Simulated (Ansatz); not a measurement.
Stepwise reaction of `F[SiH](F)[AlH2]` with water, as a gas-phase model of exchange steps in deposition or etching. ΔE in kJ/mol; ΔG adds harmonic PBE0-D4 terms to CCSD(T)/CBS, at 1 bar.

Gas-phase electronic energies from Ansatz, PBE0-D4/def2-TZVP geometries. CCSD(T)/CBS is the MP2 limit (def2-TZVPP, def2-QZVPP) plus CCSD(T) − MP2 in def2-TZVPP, frozen cores. This one scheme is used for every species. DFT in def2-TZVPP. B3LYP here is the variant with VWN-RPA as its local correlation; programs differ in this. One conformer a species, not always the lowest.

```
step                                           reaction  PBE-D4  B3LYP-D4  ωB97M-V  CCSD(T)/CBS  ΔG(600 K)
   1  `F[SiH](F)[AlH2]` + H₂O → `O[SiH](F)[AlH2]` + H–F    37.5      40.0     39.4         38.8       43.7
   2  `O[SiH](F)[AlH2]` + H₂O → `O[SiH](O)[AlH2]` + H–F    47.3      53.8     53.9         52.8       54.2
```

(1) By hand: ΔE of the 2 steps together at CCSD(T)/CBS.

## Answers

(1) (38.8) + (52.8) = 91.6 kJ/mol, or 45.8 kJ/mol a step.

In ΔE each step is higher than the one before. All are uphill at CCSD(T)/CBS. ΔG lies between 43.7 and 54.2 kJ/mol a step. PBE-D4 differs from CCSD(T)/CBS by -5.5 to -1.3 kJ/mol a step. Isolated molecules leave out the surface, adducts and barriers. Largest T1 diagnostic: 0.013.
